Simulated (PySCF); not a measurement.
## Polarisability and C₆ of Ba(2+) (barium, charge +2)

[Xe], closed-shell 1S. All numbers are calculated (PySCF 2.14, a scalar-relativistic core potential, in def2-TZVPPD with the def2 core potential (46 electrons) (6s4p3d1f, 40 functions)). Coupled (time-dependent) response in atomic units; α is the mean over directions.

```json
{"method": "UHF", "mean α (bohr³)": "10.38", "C₆ (like pair)": "74.30", "S(−4)": "13.03"}
{"method": "PBE", "mean α (bohr³)": "10.49", "C₆ (like pair)": "75.44", "S(−4)": "13.48"}
{"method": "PBE0", "mean α (bohr³)": "10.44", "C₆ (like pair)": "75.04", "S(−4)": "13.23"}
{"method": "wB97X-V", "mean α (bohr³)": "10.41", "C₆ (like pair)": "74.82", "S(−4)": "13.11"}
{"method": "wB97X", "mean α (bohr³)": "10.43", "C₆ (like pair)": "75.18", "S(−4)": "13.11"}
```

S(−4) is the Cauchy moment in α(ω) = α(0) + S(−4) ω² + …

α(iu) at PBE0:

```tsv
u (hartree)	α(iu) (bohr³)
0	10.44
0.0500	10.41
0.100	10.31
0.200	9.941
0.300	9.383
0.500	7.977
0.750	6.211
1.00	4.775
1.50	2.910
2.00	1.895
3.00	0.9550
5.00	0.3705
```

A single London oscillator, α(iu) = α/(1 + u²/ω²), gives C₆ = (3/4) ω α². Matching the computed C₆ needs ω = 4 × 75.04 / (3 × 10.44²) = 0.918 hartree.

For an ion, C₆ is the dispersion term alone; charge-induced terms of lower order in 1/R come first.

Energies and moments cover only the electrons outside the core potential. Spin-orbit coupling, which splits the p, d and f shells strongly at this Z, is absent.
